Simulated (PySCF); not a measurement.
Polarisability and C₆ of Co²⁺ (cobalt, charge +2)

[Ar] 3d6 4s1, high-spin 6D determinant (an excited configuration). Calculation: PySCF 2.14, in aug-cc-pVTZ-DK (8s7p5d3f2g, 93 functions); the spin-free X2C one-electron Hamiltonian (Gaussian nucleus). Coupled (time-dependent) response in atomic units; α is the mean over directions.

| method | mean α (bohr³) | α xx, yy, zz | C₆ (like pair) | S(−4) |
| --- | --- | --- | --- | --- |
| LC-wPBE | 15.30 | 14.93, 14.93, 16.06 | 56.34 | 210.0 |

S(−4) is the Cauchy moment in α(ω) = α(0) + S(−4) ω² + …

α(iu) at LC-wPBE:

```tsv
u (hartree)	α(iu) (bohr³)
0	15.30
0.0500	14.80
0.100	13.49
0.200	10.16
0.300	7.478
0.500	4.533
0.750	2.962
1.00	2.200
1.50	1.451
2.00	1.068
3.00	0.6679
5.00	0.3391
```

A single London oscillator, α(iu) = α/(1 + u²/ω²), gives C₆ = (3/4) ω α². Matching the computed C₆ needs ω = 4 × 56.34 / (3 × 15.30²) = 0.321 hartree.

For an ion, C₆ is the dispersion term alone; charge-induced terms of lower order in 1/R come first.

The components differ because the open shell of this determinant is not spherical; for a pure term their mean is the scalar polarisability.
